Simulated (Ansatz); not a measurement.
`BN(C)B(C)F`, charge 0, multiplicity 1.

(1) Give a relaxed structure at PBE0-D4/def2-TZVP (the Gaussian-basis code of Ansatz). (Best estimate.)

Results:

(1) The calculation gave: 
```xyz
14

B    -0.994    1.295   -0.196
N     0.104    0.527    0.236
C     1.139    1.140    1.073
B     0.280   -0.860   -0.103
C    -0.653   -1.760   -0.970
F     1.387   -1.435    0.393
H    -1.062    2.445    0.130
H    -1.840    0.803   -0.877
H     2.115    1.091    0.585
H     0.887    2.183    1.254
H     1.222    0.624    2.031
H    -0.087   -2.145   -1.825
H    -1.551   -1.271   -1.342
H    -0.948   -2.639   -0.388
```
Point group Cs.
This is one stationary point; other conformers may exist.
